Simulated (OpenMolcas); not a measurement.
## F²⁺: effect of the IPEA shift

```
Program             : OpenMolcas
Basis               : ANO-RCC [8s7p4d3f2g]
Scalar Hamiltonian  : DKH2, point nucleus
Active space        : 3 electrons in 9 orbitals (RAS2 2p; RAS3 3s 3d, at most 1 electron)
State averaging     : 2S+1 = 4 odd, 1 root; 2S+1 = 2 odd, 8 roots; 2S+1 = 4 even, 3 roots; 2S+1 = 2 even, 3 roots
Spin-orbit coupling : state interaction with AMFI integrals over the reference wave functions, term energies averaged over their components
```

Methods on the same reference wave functions:
A. RASSCF
B. SS-RASPT2, IPEA 0.25 Eh, imaginary shift 0.1 Eh (closed shells correlated: 1s 2s)
C. SS-RASPT2, IPEA 0.5 Eh, imaginary shift 0.1 Eh (closed shells correlated: 1s 2s)

Energies in cm-1 above 2s2 2p3 4S* 3/2.

```
          Level      A      B      C
2s2 2p3 4S* 3/2    0.0    0.0    0.0
2s2 2p3 2D* 3/2  37901  34610  34500
2s2 2p3 2D* 5/2  37908  34620  34510
2s2 2p3 2P* 1/2  62867  56050  56040
2s2 2p3 2P* 3/2  62876  56060  56050
```

Between B and C the level of the table that moves most is 2s2 2p3 2D* 5/2, by 110 cm-1 (lowest in C, highest in B). Moves below CASPT2's spread within the term are not significant.

From A to B the spin-free energies of the other terms of 2s2 2p3 shown, above 4S*, scale by factors of 0.89 to 0.91.

The lowest spin-free term lies below A's lowest term by 0.155 hartree in B, 0.152 hartree in C.

CASPT2 breaks the degeneracy within a term, and the mean is taken; among the terms shown or strongly mixed into the levels shown the widest spread is 240 cm-1 (2s2 2p3 2P*, C). With the s shell closed, the reference lacks s² → p² mixing. Only configurations of the active space appear. Levels that lie high or do not pair safely by name in every column are left out.

* marks odd parity.
